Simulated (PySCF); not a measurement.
**Computed structure and properties of Pb2Cl8**

System: Pb2Cl8 (singlet); start: template (C2v). Method: PySCF 2.14.0, RKS PBE0, Pb def2-SVP with ECP60, Cl def2-SVP; non-relativistic Hamiltonian with scalar-relativistic core potentials where named; density fitting; no spin-orbit coupling.

Input of the relaxation:

```python
mol = gto.M(atom='''
Pb    -0.00000     0.00000     1.93040
Pb     0.00000     0.00000    -1.93040
Cl     1.65080     0.00000     0.00000
Cl    -1.65080     0.00000     0.00000
Cl    -0.00000     1.93960     3.27870
Cl    -1.67980    -0.96980     3.27870
Cl     1.67980    -0.96980     3.27870
Cl     0.00000     1.93960    -3.27870
Cl    -1.67980    -0.96980    -3.27870
Cl     1.67980    -0.96980    -3.27870''',
    basis={'Pb': 'def2-SVP', 'Cl': 'def2-SVP'},
    ecp={'Pb': 'def2-SVP'},
    charge=0, spin=0)
mf = dft.RKS(mol, xc='PBE0')
mf.grids.atom_grid = (50, 194)
mf = mf.density_fit()  # fitting sets: Pb def2-universal-JKFIT, Cl def2-universal-JKFIT
mf.conv_tol = 1e-08; mf.max_cycle = 55
mf.kernel(dm0)  # dm0: converged density of the start geometry
# quasi-Newton relaxation in Cartesian coordinates to a largest gradient under 0.00045 Eh/bohr, steps kept in the point group
```

Run from Python with OMP_NUM_THREADS=4; the lines above give its settings. Where DIIS fails, smearing, a level shift and second-order steps follow.
It took 6 min on 4 threads of Arm Neoverse V2, with other jobs on the host, from the converged density of the start.

Course of the relaxation:

```csv
step,energy above end (eV),largest force component within the symmetry (eV/Å)
0,1.7144,1.565
1,0.8944,1.426
2,0.3288,0.921
3,0.1313,0.453
4,0.0668,0.383
5,0.0348,0.091
6,0.0256,0.116
7,0.0220,0.068
13,0.0021,0.049
14,0.0019,0.068
15,0.0027,0.070
16,0.0019,0.025
17,0.0006,0.009
18,0.0000,0.005
```
(The steps between are left out.)

Relaxed geometry (C2v):

```xyz
10

Pb    0.0000   -0.0196    2.0877
Pb    0.0000   -0.0196   -2.0877
Cl    1.6478   -0.1515    0.0000
Cl   -1.6478   -0.1515    0.0000
Cl    0.0000    2.3670    2.4247
Cl   -1.8500   -1.0980    3.2289
Cl    1.8500   -1.0980    3.2289
Cl    0.0000    2.3670   -2.4247
Cl   -1.8500   -1.0980   -3.2289
Cl    1.8500   -1.0980   -3.2289
```

```
      contact      Å
 Pb1–Cl3 (Cl)  2.663
 Pb1–Cl4 (Cl)  2.663
 Pb1–Cl5 (Cl)  2.410
 Pb1–Cl6 (Cl)  2.426
 Pb1–Cl7 (Cl)  2.426
 Pb2–Cl8 (Cl)  2.410
 Pb2–Cl9 (Cl)  2.426
Pb2–Cl10 (Cl)  2.426
```

On the finer grid (75, 302):

- HOMO: -9.28 eV
- LUMO: -5.53 eV
- Dipole about the centre of mass: 0.03 D
- Set of Mulliken populations of Pb1 outside the core potential: s 3.33, p 7.46, d 10.33
- D3(BJ) dispersion energy (not in the energies): -0.647 eV

```json
{"atom": "Pb1", "Mulliken (e)": "0.88", "Löwdin (e)": "0.05", "spin (e)": "0.00"}
{"atom": "Pb2", "Mulliken (e)": "0.88", "Löwdin (e)": "0.05", "spin (e)": "0.00"}
{"atom": "Cl3", "Mulliken (e)": "-0.25", "Löwdin (e)": "0.04", "spin (e)": "0.00"}
{"atom": "Cl4", "Mulliken (e)": "-0.25", "Löwdin (e)": "0.04", "spin (e)": "0.00"}
{"atom": "Cl5", "Mulliken (e)": "-0.20", "Löwdin (e)": "-0.02", "spin (e)": "0.00"}
{"atom": "Cl6", "Mulliken (e)": "-0.22", "Löwdin (e)": "-0.03", "spin (e)": "0.00"}
{"atom": "Cl7", "Mulliken (e)": "-0.22", "Löwdin (e)": "-0.03", "spin (e)": "0.00"}
{"atom": "Cl8", "Mulliken (e)": "-0.20", "Löwdin (e)": "-0.02", "spin (e)": "0.00"}
{"atom": "Cl9", "Mulliken (e)": "-0.22", "Löwdin (e)": "-0.03", "spin (e)": "0.00"}
{"atom": "Cl10", "Mulliken (e)": "-0.22", "Löwdin (e)": "-0.03", "spin (e)": "0.00"}
```

On the grid (50, 194), as all that follows. Harmonic modes: a minimum within the noise of the softest modes; lowest -20 cm⁻¹ (negative: unstable), highest 359 cm⁻¹, zero-point energy 0.260 eV.

Taking off one Cl (charge -1, singlet; the rest: singlet) in vacuum, both parts rigid, costs 9.35 eV; the small basis without counterpoise inflates it. Most of it is the attraction of opposite charges; other ways to part are cheaper, and one spin state was tried for the rest.

Rigid scan of Cl along the line from its metal:

(distance to Cl3 (Å), energy (eV)): (2.36, 0.410), (2.46, 0.159), (2.56, 0.035), (2.66, 0.000), (2.76, 0.031), (2.86, 0.110), (3.06, 0.376), (3.36, 0.968), (3.76, 2.056), (4.26, 3.800)

One start shape was tried, so this needn't be the lowest isomer.
